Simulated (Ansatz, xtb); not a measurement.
**How methods differ on C2H2Cl2Sn (SMILES C#[C][SnH]([Cl])[Cl])**

The species is C2H2Cl2Sn (7 atoms), meant as a singlet with charge 0. SMILES: `C#[C][SnH]([Cl])[Cl]`. Geometry: relaxed at PBE0-D4/def2-TZVP.

Quantity: the vertical energy of the triplet above the singlet, in eV. The values are calculated.

```
                              level                    kind  program  value (eV)
                           GFN0-xTB          semi-empirical      xtb        5.65
       HF/def2-SVP (core potential)            Hartree–Fock   Ansatz        4.50
    SVWN5/def2-SVP (core potential)                     LDA   Ansatz        5.20
      PBE/def2-SVP (core potential)                     GGA   Ansatz        5.17
     PBE0/def2-SVP (core potential)           global hybrid   Ansatz        5.14
CAM-B3LYP/def2-SVP (core potential)  range-separated hybrid   Ansatz        5.27
  wB97M-V/def2-SVP (core potential)  range-separated hybrid   Ansatz        5.49
   B2PLYP/def2-SVP (core potential)           double hybrid   Ansatz        5.53
      MP2/def2-SVP (core potential)     perturbation theory   Ansatz        5.98
     CCSD/def2-SVP (core potential)   coupled cluster or CI   Ansatz        5.49
```

Spin-orbit coupling, which can split open shells on such heavy atoms by tenths of an eV, is left out. The values span 4.50 to 5.98 eV. The xTB rows lack spin polarisation, so open shells miss the exchange term that lowers them. In the correlated wave-function rows the outer d shell of Sn is correlated, in sets not made for it.
